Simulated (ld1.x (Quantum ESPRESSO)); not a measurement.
Pseudopotential generation for hafnium (Hf): PAW, LDA (PZ), scalar-relativistic.

hafnium, PAW, made with ld1.x (Quantum ESPRESSO) 7.5 (LDA (PZ), scalar-relativistic). Core [Kr] 4d10 4f14 5s2, reference 5p6 5d2.5 6s1.5 6p0. Waves: 6s (bound): rcut 2.65, rcutus 3.35 bohr; 6s channel at 0.25 Ry: rcut 2.65, rcutus 3.35 bohr; 5p (bound): rcut 1.75, rcutus 1.95 bohr; 6p (bound, empty): rcut 1.75, rcutus 1.95 bohr; 5d (bound): rcut 1.90, rcutus 2.50 bohr; 5d channel at 0.5 Ry: rcut 1.90, rcutus 2.50 bohr. Local part: all-electron potential smoothed inside 2.35 bohr (lloc = -1). Core correction: Bessel-smoothed model core inside 1.20 bohr. Augmentation charge: PSQ, inside the norm-conserving radii.

All-electron outer shells of the reference configuration (LDA (PZ), scalar-relativistic, ld1.x):

```
shell  level (eV)  outermost node (bohr)  outermost maximum (bohr)
   5s      -66.41                   0.55                      1.01
   5p      -35.00                   0.60                      1.16
   4f      -16.28                      –                      0.45
   6s       -5.07                   1.37                      2.89
   5d       -2.47                   0.67                      1.73
   6p       -1.40                   1.67                      4.15
```

Q: Is a potential produced?

A: No. ld1.x (Quantum ESPRESSO) 7.5 stopped with "new_paw_hamiltonian: negative rho": the spherical valence density built from the smooth waves and the augmentation charge turned negative at some radius.
